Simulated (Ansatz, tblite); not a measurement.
Cost and result up the ladder for the cluster Si₃Ge₃ (the lowest singlet isomer of a short search) (6 atoms). The state is a singlet with charge 0. Geometry: PBE0-D4/def2-SVP.

```xyz
6

Si   -1.2220    1.4707   -0.0662
Si   -1.4693   -0.7314    0.9877
Si    0.6352    0.4505    1.0933
Ge   -0.3925   -0.5769   -1.2892
Ge    1.0634   -1.8099    0.3558
Ge    1.3852    1.1970   -1.0814
```

Ansatz on 4 threads of Arm Neoverse V2 on a shared host; xTB runs through tblite on one thread. Times are rough, summed over both states, and most runs start from the orbitals of an earlier one. No level here is sound enough to serve as a yardstick. The other state is a doublet.

The xTB rows come from tblite. B3LYP takes the VWN-RPA correlation. Correlated methods freeze 42 core orbitals; core or outer-core shells of Ge are correlated, in sets that lack core-valence functions. The rows differ in basis, and correlated rows in double-zeta sets carry the largest basis error. HOMO above LUMO, or a gap near zero within one spin, warns that the state may not be the lowest or that an electron is smeared out. The structure comes from a short search, and lower isomers may exist.

Run but left out: HF/def2-SVP (singlet: restricted singlet, unstable towards broken spin symmetry); MP2/def2-SVP (charge +1 doublet: ⟨S²⟩ 1.05, where a pure state has 0.75).

Correlated methods converge slowly with the basis, most of all in double-zeta sets.

Raw xTB energies of ions are shifted by several eV.

```csv
level,functions,wall time
GFN1-xTB,54,0.019 s
GFN2-xTB,54,0.031 s
PBE-D4/def2-TZVP (with forces),255,18 s
B3LYP-D4/def2-TZVP,255,53 s
PBE0-D4/def2-TZVP,255,58 s
CCSD(T)/def2-SVP,150,2.9 min
```

(1) Estimate what each level gives for the vertical IE (eV).

Answers

(1) 
| level | vertical IE (eV) | remarks |
| --- | --- | --- |
| GFN1-xTB | 11.27 | – |
| GFN2-xTB | 9.43 | – |
| PBE-D4/def2-TZVP (with forces) | 7.71 | gap within one spin near zero (+1 doublet) |
| B3LYP-D4/def2-TZVP | 7.81 | restricted SCF unstable in HF (singlet) |
| PBE0-D4/def2-TZVP | 7.87 | restricted SCF unstable in HF (singlet) |
| CCSD(T)/def2-SVP | 7.85 | restricted SCF unstable (singlet), spin-contaminated (⟨S²⟩ 1.05) (+1 doublet) |
